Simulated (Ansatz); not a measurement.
Coupled-cluster diagnostics for HfTe2, Ansatz.

Geometry of the singlet (B3LYP-D4/def2-TZVP):

```xyz
3

Hf   -0.941    0.447    1.207
Te    1.578   -0.058    0.199
Te   -0.638   -0.389   -1.405
```

In the def2 sets Hf, Te take a core potential; there is no spin–orbit coupling. Correlated methods freeze 8 core orbitals; core or outer-core shells of Hf, Te are correlated, in sets that lack core-valence functions. The geometry of the singlet was relaxed on an unsound state (restricted singlet, unstable towards broken spin symmetry at other levels and untested here). The structure comes from a short search, and lower isomers may exist.

Estimate the CCSD(T) correlation energy, the shares of MP2 and (T), T1 and the reference's ⟨S²⟩ for: charge 0, singlet, own geometry in def2-TZVPP; and the rough time on 4 threads of Arm Neoverse V2 on a shared host.


| state | basis | correlation (eV) | MP2 share (%) | (T) share (%) | T1 | ⟨S²⟩ (pure) | wall time | remarks |
| --- | --- | --- | --- | --- | --- | --- | --- | --- |
| charge 0, singlet, own geometry | def2-TZVPP | -32.975 | 101.3 | 4.0 | 0.025 | 0.00 (0.00) | 39 s | restricted SCF unstable |
Customary marks for T1 are 0.02 (closed shells), 0.045 (open shells) and about 0.05 (3d metals). T1 exceeds 0.02 in 1 of 1 rows and 0.045 in 0; the higher it lies, the less the single-reference result can be trusted.
